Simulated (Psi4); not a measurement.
F$_{3}$OTa, singlet, at a GFN2-xTB geometry (such geometries of metal compounds can be far from the true shape) (core potentials on Ta); SVWN/def2-TZVP run with Psi4.

Input for Psi4:
```
memory 2 GB

molecule {
0 1
Ta    0.01693925    0.00907486   -0.01955256
O     1.06782099    0.57206336   -1.23255967
F     0.97007396   -0.95600876    1.21861489
F    -1.26946365   -1.06429425   -0.77185379
F    -0.78718062    1.43819507    0.80744046
no_reorient
}

set {
  basis def2-tzvp
}

energy('svwn')
print_variables()
```

What the program printed (banner, timings and long lists left out):

```
   => Loading Basis Set <=

    Name: DEF2-TZVP
    Role: ORBITAL
    Keyword: BASIS

    !!!  WARNING: ECP capability is in beta. Please check occupations closely.  !!!

         ---------------------------------------------------------
                                   SCF
               by Justin Turney, Rob Parrish, Andy Simmonett
                          and Daniel G. A. Smith
                              RKS Reference
         ---------------------------------------------------------

  ==> Geometry <==

    Molecular point group: c1
    Full point group: C1

    Geometry (in Angstrom), charge = 0, multiplicity = 1:

       Center              X                  Y                   Z               Mass
    ------------   -----------------  -----------------  -----------------  -----------------
         TA           0.018901428472     0.010126057036    -0.021817456875   180.947995800000
         O            1.069783168472     0.573114557036    -1.234824566875    15.994914619570
         F            0.972036138472    -0.954957562964     1.216349993125    18.998403162730
         F           -1.267501471528    -1.063243052964    -0.774118686875    18.998403162730
         F           -0.785218441528     1.439246267036     0.805175563125    18.998403162730

  Running in c1 symmetry.

  Rotational constants: A =      0.11027  B =      0.11027  C =      0.09871 [cm^-1]
  Rotational constants: A =   3305.72104  B =   3305.72103  C =   2959.22569 [MHz]
  Nuclear repulsion =  215.932437119564497

  Charge       = 0
  Multiplicity = 1
  Electrons    = 48
  Nalpha       = 24
  Nbeta        = 24

  ==> Algorithm <==

  SCF Algorithm Type is DF.
  DIIS enabled.
  MOM disabled.
  Fractional occupation disabled.
  Guess Type is SAD.
  Energy threshold   = 1.00e-06
  Density threshold  = 1.00e-06
  Integral threshold = 1.00e-12

  ==> Primary Basis <==

  Basis Set: DEF2-TZVP
    Blend: DEF2-TZVP
    Number of shells: 58
    Number of basis functions: 164
    Number of Cartesian functions: 190
    Spherical Harmonics?: true
    Max angular momentum: 3

  Core potential: DEF2-TZVP
    Number of shells: 4
    Number of ECP primitives: 10
    Number of ECP core electrons: 60
    Max angular momentum: 3

  ==> DFT Potential <==

   => LibXC <=

    Version 7.1.2
    S. Lehtola, C. Steigemann, M. J. T. Oliveira, and M. A. L. Marques,  SoftwareX 7, 1–5 (2018) (10.1016/j.softx.2017.11.002)

   => Composite Functional: SVWN <=

    Slater exchange
[...]
   @DF-RKS iter   6:  -430.67188464131385   -2.37549e-03   5.78755e-04 DIIS/ADIIS
   @DF-RKS iter   7:  -430.67523826065144   -3.35362e-03   1.17467e-04 DIIS/ADIIS
   @DF-RKS iter   8:  -430.67534909064221   -1.10830e-04   4.84612e-05 DIIS
   @DF-RKS iter   9:  -430.67536733749614   -1.82469e-05   1.75560e-05 DIIS
   @DF-RKS iter  10:  -430.67536989172709   -2.55423e-06   5.84953e-06 DIIS
   @DF-RKS iter  11:  -430.67537026013855   -3.68411e-07   2.14820e-07 DIIS
  Energy and wave function converged.

  ==> Post-Iterations <==

   Electrons on quadrature grid:
      Ntotal   =   48.0000054550 ; deviation = 5.455e-06

    Orbital Energies [Eh]
    ---------------------

    Doubly Occupied:

[...]
    Virtual:

[...]
    Final Occupation by Irrep:
              A
    DOCC [    24 ]
    NA   [    24 ]
    NB   [    24 ]

  @DF-RKS Final Energy:  -430.67537026013855

   => Energetics <=

    Nuclear Repulsion Energy =            215.9324371195644972
    One-Electron Energy =               -1046.9955332603374245
    Two-Electron Energy =                 445.5109616850024850
    DFT Exchange-Correlation Energy =     -45.1232358043680932
    Empirical Dispersion Energy =           0.0000000000000000
    VV10 Nonlocal Energy =                  0.0000000000000000
    Total Energy =                       -430.6753702601385498

Computation Completed

Properties will be evaluated at   0.000000,   0.000000,   0.000000 [a0]

Properties computed using the SCF density matrix

 Multipole Moments:

 ------------------------------------------------------------------------------------
     Multipole            Electronic (a.u.)      Nuclear  (a.u.)        Total (a.u.)
 ------------------------------------------------------------------------------------

 L = 1.  Multiply by 2.5417464519 to convert [e a0] to [Debye]
 Dipole X            :          1.3419078           -1.7426488           -0.4007410
 Dipole Y            :          0.7189292           -0.9335888           -0.2146597
 Dipole Z            :         -1.5489355            2.0114970            0.4625615
 Magnitude           :                                                    0.6485640

 ------------------------------------------------------------------------------------

  Variable Map:
  ----------------------------------------------------------------------------
[...]
  Array Variable Map:
  ----------------------------------------------------------------------------
[...]
[...]
```
